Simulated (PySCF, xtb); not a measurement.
Al(Et)3 (C6H15Al), SMILES [CH2]([Al]([CH2]C)[CH2]C)C.

GFN2-xTB run with xtb at its own geometry gives an orbital gap of 4.08 eV and a dipole moment of 0.10 D.

Coordinates come from a PBE0-D3(BJ)/def2-SVP optimisation. The isomer is the one that the SMILES or the coordinates give; other isomers of the formula were not compared. The values are those of a single conformer.

**Question.** What does r2SCAN/def2-SVP in PySCF give? (An estimate is asked for; the answer gives what the named calculation found.)

**Answer.** gap 5.03 eV (levels -5.88 and -0.85 eV), dipole 0.14 D.
